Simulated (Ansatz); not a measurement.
# A barrier at the coupled-cluster level

Start structure (AlN₂H₇S, singlet), relaxed at PBE0-D4/def2-TZVP:

```xyz
11
angstrom
Al 0.4844 -0.1071 0.2312
S 1.5187 1.8116 -0.0030
N 0.9685 -1.4282 -0.8318
N -0.7576 -0.3191 1.4677
H -1.3312 1.3885 -1.7116
H -1.8385 0.8408 -1.6646
H 1.0394 2.2930 1.1563
H 1.7561 -1.3904 -1.4569
H 0.4998 -2.3145 -0.9145
H -1.1621 0.4247 2.0107
H -1.1776 -1.1992 1.7167
```

The step: AlN₂H₅S ([NH2][Al]([NH2])[SH]) + H₂ → AlN₂H₅ ([NH2][AlH][NH2]) + H₂S (still joined by a long Al–S bond); bonds formed: Al1–H6, S2–H5; bonds broken: H5–H6; bonds weakened to dative contacts: Al1–S2. Computed with Ansatz 0.2.0 (basis: def2-TZVPP and def2-QZVPP); correlated methods freeze the cores. Extrapolation: Hartree–Fock as exp(−7.88 √X), correlation as X^−2.97. Energies below are by CCSD(T) at an estimated basis limit (MP2 extrapolated from triple and quadruple zeta, plus CCSD(T) − MP2 in triple zeta).

(1) What are the electronic barrier and the energy of the step, from the start structure to the end structure? (To be estimated.)

No T1 diagnostic of these runs exceeds 0.012.

Results:

(1) Computed: Barrier 138.8 kJ/mol; step energy 71.7 kJ/mol (uphill); reverse barrier, their difference, 67.1 kJ/mol. Barrier and step energy count from the start structure, the reverse barrier from the end structure.

The saddle point: One imaginary mode of 865i cm⁻¹.
| pair | start (Å) | saddle (Å) | end (Å) |
| --- | --- | --- | --- |
| Al1–H6 | 3.14 | 1.70 | 1.59 |
| S2–H5 | 3.35 | 1.56 | 1.34 |
| Al1–S2 | 2.19 | 2.45 | 2.68 |
| H5–H6 | 0.75 | 1.20 | 3.49 |

Zero-point energy (harmonic, PBE0-D4): ZPE is 188.8 kJ/mol at the start and 193.3 kJ/mol at the saddle, so the barrier goes from 138.8 to 143.3 kJ/mol.

Labels in which every atom is bracketed show which atoms are joined, not bond orders.

For scale, one of the runs: CCSD(T)/def2-TZVPP, 244 basis functions, launched by `ansatz run in.yaml --threads 4 --pin off --events-out ev --progress --plain --max-ram 9574MiB`. The run took 99 s on 4 CPU threads of an Arm Neoverse V1 (shared host), with 4.6 GiB of host memory at its peak.
